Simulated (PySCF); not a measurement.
# Electron correlation in Mg⁺ (magnesium, charge +1)

[Ne] 3s1, 2S determinant. Calculation: PySCF 2.14, in x2c-TZVPPall (5s4p3d, 32 functions); the spin-free X2C one-electron Hamiltonian (Gaussian nucleus). Frozen: 1s2; 9 electrons correlated.

MP2 pair energies summed by pair of shells (mhartree):

```json
{"pair": "2p-2p", "energy": "-122.89", "share (%)": "75.9"}
{"pair": "2s-2p", "energy": "-25.56", "share (%)": "15.8"}
{"pair": "2s-2s", "energy": "-6.72", "share (%)": "4.1"}
{"pair": "2p-3s", "energy": "-6.31", "share (%)": "3.9"}
{"pair": "2s-3s", "energy": "-0.53", "share (%)": "0.3"}
```

Total MP2 correlation energy: -162.02 mhartree.

Same-spin part -45.65 and opposite-spin part -116.37 mhartree; SCS-MP2 scales them by 1/3 and 6/5 to -154.86 mhartree.

This basis was not built for core-valence correlation, so the inner-shell part is incomplete.
